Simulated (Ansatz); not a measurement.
Consider the ligand exchange at the Si–O bond: `N[SiH2][O][GeH2][NH2]` + `[NH2][GeH2][NH2]` → `N[SiH2][NH][GeH2][NH2]` + `[NH2][GeH2][OH]`.

Calculated with Ansatz (gas phase, PBE0-D4/def2-TZVP geometries, no zero-point term in ΔE). CCSD(T)/CBS adds triple-zeta CCSD(T) − MP2 to the extrapolated MP2 energy (def2 sets, frozen cores). DFT in def2-TZVPP. B3LYP here is the variant with VWN-RPA as its local correlation; programs differ in this. For Ge outer-core shells are correlated without core-valence functions, which leaves a few kJ/mol of doubt a bond. Scalar relativity is left out up to krypton. Each species was taken in one conformer, which may not be the lowest.

Problem. Is it downhill or uphill in electronic energy at CCSD(T)/CBS, and by how much? (Best estimate.)

Solution. Ansatz gave: Uphill: ΔE = +0.58 eV.

Problem. What do these levels give: r2SCAN-D4, PBE0-D4, ωB97M-V, B3LYP, HF/def2-TZVPP, HF/def2-QZVPP? (Best estimate.)

Solution. Ansatz gave: r2SCAN-D4 0.61, PBE0-D4 0.57, ωB97M-V 0.61, B3LYP 0.60, HF/def2-TZVPP 0.67, HF/def2-QZVPP 0.67 eV.

Largest T1 diagnostic among the species: 0.011.

In def2-TZVPP, CCSD(T) changes the Hartree–Fock value by −0.07 eV (the triples alone add −0.01 eV) and MP2 by −0.07 eV.
